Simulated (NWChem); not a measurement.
System: BaBrF; SMILES [Ba]([F])[Br]

Here is an NWChem input.

```
start job
memory heap 200 mb stack 900 mb global 1100 mb
geometry units angstroms noautoz
  Ba    -0.121042    -0.770332     0.000000
  F      1.772896    -1.936527     0.000000
  Br    -0.242210     2.184860     0.000000
end
basis spherical
  * library def2-svpd
end
ecp
  Ba library def2-ecp
end
dft
  xc hfexch
  iterations 150
end
tddft
  nroots 6
  notriplet
end
task tddft energy
```

The geometry was optimised at PBE0/def2-SVP. def2 effective core potentials on Ba; no spin-orbit coupling.

Vertical excitations in the gas phase.

Task: Give the results of this calculation. (Hartree-Fock/def2-SVPD with def2 effective core potentials on Ba, TDHF.) Quantities: lowest excitation, singlet (eV); lowest state with f > 0.02, singlet (eV); orbital gap (eV).

Result: 
```json
{
  "lowest excitation, singlet (eV)": "5.71",
  "lowest state with f > 0.02, singlet (eV)": "5.71",
  "orbital gap (eV)": "9.16"
}
```
